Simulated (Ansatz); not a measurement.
Sr₅O₆⁺. The state is a doublet with charge 1. Geometry PBE-D4/def2-SVP, that of the neutral singlet; atoms count from 1.

```xyz
11

Sr    0.263   -0.726    1.649
Sr   -1.932    1.279   -0.242
Sr    1.342    2.298    0.075
Sr   -2.071   -2.910    0.252
Sr    0.643   -0.258   -2.014
O     1.916   -0.081    0.040
O    -1.181   -0.975   -0.576
O    -1.035   -2.598    2.062
O     2.674    0.600   -1.062
O    -0.201    1.838   -1.612
O    -0.420    1.532    1.427
```

In the def2 sets Sr takes a core potential; there is no spin–orbit coupling. The structure holds one bond between oxygen atoms, so isomers without such links may lie far lower. The structure comes from a short search, and lower isomers may exist.

(1) Estimate the Mulliken populations from the PBE0/def2-TZVP orbitals of Ansatz.

(2) Where does the spin sit?

(3) And the Mayer bond orders between bonded heavy atoms (over 0.3)?

## Answers

(1) 
```tsv
atom	charge (e)	spin (α − β)
Sr1	1.33	-0.04
Sr2	1.34	-0.01
Sr3	1.29	-0.03
Sr4	1.41	-0.03
Sr5	1.37	-0.02
O6	-0.68	0.14
O7	-1.32	0.03
O8	-0.93	0.52
O9	-0.52	0.19
O10	-1.17	0.03
O11	-1.13	0.20
```
Mulliken values and Mayer orders depend strongly on the basis.

(2) Summed by element: Sr -0.12, O 1.12, of 1 unpaired in all. Largest on single atoms: O8 0.52, O11 0.20, O9 0.19.

(3) Sr1–O8 0.39 (2.31 Å); Sr1–O11 0.41 (2.37 Å); Sr2–O10 0.47 (2.28 Å); Sr2–O11 0.44 (2.27 Å); Sr3–O10 0.45 (2.33 Å); Sr3–O11 0.37 (2.35 Å); Sr4–O7 0.39 (2.29 Å); Sr4–O8 0.60 (2.11 Å); Sr5–O10 0.51 (2.29 Å); O6–O9 0.85 (1.50 Å).
